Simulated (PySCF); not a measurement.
**`InChI=1S/C4H6BN/c1-2-4-6-5-3-1/h1-6H`**

Geometry (Å), atoms numbered from 1 in this order:
```xyz
12

B     1.2080    0.7200   -0.0172
C    -0.1292    1.4137    0.0408
C    -1.2669    0.6521    0.0444
C    -1.2214   -0.7618   -0.0052
C    -0.0236   -1.4045   -0.0585
N     1.1390   -0.7082   -0.0647
H     2.2901    1.2270   -0.0285
H    -0.2357    2.4931    0.0798
H    -2.2470    1.1210    0.0859
H    -2.1329   -1.3445   -0.0014
H     0.0446   -2.4855   -0.0976
H     1.9805   -1.2614   -0.1062
```

Computed with PySCF 2.14.0, TDDFT CAM-B3LYP/def2-TZVPD excited states, vertical, gas phase. Geometry: PBE0-D3(BJ)/def2-TZVP.

Singlets 7 and 8 lie within 0.01 eV of each other, so their separate moments and overlaps can depend on how they mix.

(1) How strongly do the lowest singlets absorb one photon, and two photons of half the energy?

## Answers

(1) δ for parallel linear polarisation; σ at the peak of a Lorentzian of half width 0.1 eV, single beam; Ω is circular over linear.
| state | E (eV) | f | photon λ (nm) | δ (au) | σ (GM) | Ω | main |
| --- | --- | --- | --- | --- | --- | --- | --- |
| S1 | 5.12 | 0.173 | 484 | 45.5 | 0.44 | 0.10 | HOMO→LUMO 0.92 |
| S2 | 5.69 | 0.000 | 436 | 68.3 | 0.81 | 1.50 | HOMO→LUMO+1 0.93 |
| S3 | 6.14 | 0.088 | 404 | 92.8 | 1.28 | 0.36 | HOMO→LUMO+2 0.65, HOMO−1→LUMO 0.17 |
| S4 | 6.53 | 0.001 | 380 | 36.5 | 0.57 | 1.50 | HOMO→LUMO+3 0.77, HOMO→LUMO+2 0.16 |
| S5 | 6.63 | 0.005 | 374 | <0.1 | 0.00 | – | HOMO−2→LUMO 0.94 |
| S6 | 6.67 | 0.048 | 372 | 7.26 | 0.12 | 1.50 | HOMO→LUMO+4 0.86 |

Among these, the strongest one-photon state is S1, the strongest two-photon state S3, with a dipole change of 0.8 D (relaxed, norm of the difference vector).
